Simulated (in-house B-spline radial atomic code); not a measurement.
V⁵⁺. Computed with a B-spline radial atomic code. Model: all-electron spherical atom, spin shells full or empty, radial basis limit, no spin-orbit coupling, Breit or QED, empty-state partial waves extrapolated as (l+1/2)^-4, RPA, G0W0 and static COHSEX of the highest shell as one setting changes (uncorrelated shells keep exact exchange).

Given: element V; charge 5; filled core Ne; hamiltonian one-electron scalar X2C; mean-field start Hartree-Fock; highest l of empty states 9; nuclear rms radius 3.6002 fm; highest mean-field shell 3p.

Shell: 3s 1 1, 3p 3 3 (electrons up and down).

```tsv
lowest nl shells left uncorrelated	RPA correlation energy (hartree)	G0W0 level (eV)	G0W0 minus most complete (meV)	COHSEX level (eV)	linearised minus solved G0W0 (meV)
0	-1.095	-128.98	0	-131.94	0
1	-0.95643	-128.97	9.9	-131.93	0
2	?	?	?	?	?
3	?	?	?	?	?
4	-0.28494	-129.58	-592.6	-132.25	0
```

**Question.** What follows for lowest nl shells left uncorrelated = 3?

**Answer.** RPA correlation energy -0.40551 hartree; G0W0 level -128.81 eV; G0W0 minus most complete 174.8 meV; COHSEX level -131.61 eV; linearised minus solved G0W0 0 meV.

**Question.** What follows for lowest nl shells left uncorrelated = 2?

**Answer.** RPA correlation energy -0.80759 hartree; G0W0 level -128.96 eV; G0W0 minus most complete 26.5 meV; COHSEX level -131.92 eV; linearised minus solved G0W0 0 meV.
